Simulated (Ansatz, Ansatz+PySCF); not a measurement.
```xyz
3

S     0.0000    0.0000   -0.1716
H     0.0000    1.6030    1.3730
H     0.0000   -1.6030    1.3730
```

Basis set: 6-31G (spherical functions). Left uncorrelated: 5 orbitals. Charge 0, multiplicity 1.

Computed with Ansatz (development build ahead of 0.2.0); each method stands on the lowest determinant of its kind that the runs found. Restricted open shells among the atoms or ions are ROHF, correlated in semicanonical orbitals with singles. Restricted functionals stand beside restricted open-shell atoms, which can lie above the unrestricted atoms usual in DFT and then raise those values.

Q: Give the atomization energy at this shape (free ground-state atoms in the same class of orbitals less the molecule, no zero-point energy) of singlet H₂S by PBE0 (unrestricted), PBE0 (restricted), RHF-CCSD(T), UHF-CCSD(T), UHF-MP2, RHF-MP2, UHF.

A:

```tsv
method	atomization energy
PBE0 (unrestricted)	1.66 eV
PBE0 (restricted)	1.51 eV
RHF-CCSD(T)	1.80 eV
UHF-CCSD(T)	1.66 eV
UHF-MP2	0.65 eV
RHF-MP2	0.52 eV
UHF	0.43 eV
```

Caution for PBE0 (unrestricted): the unrestricted determinant is spin contaminated. Caution for RHF-CCSD(T), RHF-MP2: an unrestricted determinant lies well below; bonds are stretched, where a single reference can fail. Caution for UHF-CCSD(T), UHF-MP2: a plain start can end on a higher determinant; large amplitudes, a single reference is doubtful. Caution for UHF-CCSD(T): another reference gives a lower total; the program doubts this total. Caution for UHF-CCSD(T), UHF-MP2, UHF: the unrestricted determinant is a mixture of spin states.

This basis has no polarisation functions and is too small for such energies, which can lie far from measured ones in either direction.
